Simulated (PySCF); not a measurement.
# Which functional comes closest?

Molecule: 2-Methylpyridine (Cc1ccccn1, C6H7N).

Atoms are numbered as in `[CH3:1][c:2]1[cH:3][cH:4][cH:5][cH:6][n:7]1`. Each H is labelled by its parent atom.

Geometry PBE0-D3(BJ)/def2-SVP throughout; GIAO in PySCF 2.14, gas phase, one conformer, non-relativistic; equivalent atoms averaged; basis pcSseg-1.

Reference values (estimated from measurements, as parent shift plus tabulated substituent increments; solution, not stated per compound (mostly CDCl3 or CCl4); Pretsch, Buehlmann, Badertscher, Structure Determination of Organic Compounds, 4th ed. (2009)): δ(C2) = 158.4 ppm, δ(C3) = 123.2 ppm, δ(C4) = 136.2 ppm, δ(C5) = 120.7 ppm, δ(C6) = 149.1 ppm, δ(H(C3)) = 7.14 ppm, δ(H(C4)) = 7.54 ppm, δ(H(C5)) = 7.10 ppm. Computed shifts are taken against TMS, calculated as an isolated molecule at each level.

Problem. How do the functionals HF, PBE, BLYP, BP86, OPBE, KT3, B97-D, PBE0, wB97X-D perform against the reference? Times are CPU seconds on shared hosts with different chips, so compare them loosely; the GGAs took longer than the global hybrids here, which isn't the general rule, and the cause wasn't traced.

Solution. 
| functional | kind | C2 | C3 | C4 | C5 | C6 | H(C3) | H(C4) | H(C5) | mean abs. error C | mean abs. error H | core-s |
| --- | --- | --- | --- | --- | --- | --- | --- | --- | --- | --- | --- | --- |
| HF | Hartree–Fock | 169.1 | 126.4 | 147.7 | 123.7 | 159.2 | 7.16 | 7.89 | 7.00 | 7.7 | 0.16 | 5.6 |
| PBE | GGA | 160.9 | 126.0 | 137.3 | 123.6 | 152.3 | 7.09 | 7.47 | 6.87 | 2.5 | 0.12 | 18 |
| BLYP | GGA | 162.4 | 126.4 | 138.0 | 124.2 | 152.9 | 6.98 | 7.35 | 6.75 | 3.3 | 0.23 | 18 |
| BP86 | GGA | 161.1 | 125.8 | 137.3 | 123.4 | 152.2 | 7.08 | 7.45 | 6.86 | 2.4 | 0.13 | 19 |
| OPBE | GGA | 153.8 | 121.0 | 131.6 | 118.4 | 146.1 | 7.14 | 7.55 | 6.96 | 3.3 | 0.05 | 20 |
| KT3 | GGA | 150.1 | 117.0 | 127.5 | 114.5 | 141.7 | 6.89 | 7.29 | 6.67 | 7.4 | 0.31 | 20 |
| B97-D | GGA | 156.8 | 121.8 | 133.3 | 119.5 | 148.0 | 6.98 | 7.37 | 6.77 | 1.6 | 0.22 | 17 |
| PBE0 | global hybrid | 163.7 | 127.9 | 140.9 | 125.4 | 155.0 | 7.19 | 7.63 | 7.01 | 5.1 | 0.08 | 15 |
| wB97X-D | range-separated hybrid | 165.3 | 128.6 | 142.7 | 126.2 | 156.4 | 7.19 | 7.66 | 7.03 | 6.3 | 0.08 | 15 |

For 13C the closest is B97-D (1.6 ppm) and the furthest HF (7.7 ppm).

For 1H the closest is OPBE (0.05 ppm, with PBE0 practically level) and the furthest KT3 (0.31 ppm). One molecule is a small sample, and vibrational and solvent effects are absent from the calculation.
